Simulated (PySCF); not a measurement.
# Correlation energy of O+ (oxygen, charge +1)

[He] 2s2 2p3, high-spin 4S determinant. All numbers are calculated (PySCF 2.14, no relativity, point nucleus, in def2-QZVPPD). Frozen: 1s2; 5 electrons correlated.

| level | correlation energy (mhartree) |
| --- | --- |
| CCSD | -119.89 |
| (T) | -1.93 |
| CCSD(T) | -121.82 |

Diagnostics: T1 = 0.0042, D1 = 0.0105, largest double amplitude 0.030.

Cost of the coupled-cluster step: roughly 5 core-seconds, for 5 correlated electrons.
